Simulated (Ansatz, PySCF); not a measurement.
1,3-azasiletidine (C₂H₇NSi), SMILES [SiH2]1CNC1.

The structure is a stationary point at PBE0-D3(BJ)/def2-SVP.

Vertical ionisation energy (IE) and electron affinity (EA) in eV. Rows of orbital energies are one-electron estimates. Where ΔSCF, EOM or ADC give a negative EA the extra electron is unbound and the value depends on the basis.

```csv
level,IE,EA
"−ε(HOMO), −ε(LUMO), HF/def2-TZVP (PySCF)",9.97,-2.99
"−ε(HOMO), −ε(LUMO), PBE/def2-TZVP (PySCF)",5.07,0.60
"ΔSCF, CAM-B3LYP/def2-SVPD (Ansatz), final states of multiplicity 2 and 2",8.76,-1.75
"ΔSCF, PBE/def2-SVPD (Ansatz), final states of multiplicity 2 and 2",8.57,-1.47
```

What vertical singlet–triplet gap does ΔSCF give with CAM-B3LYP/def2-SVPD (Ansatz, a program for electronic structure) and with PBE/def2-SVPD (Ansatz)? (An estimate is asked for; the answer gives what the named calculation found.)

5.76 and 5.27 eV (triplet above singlet where positive).
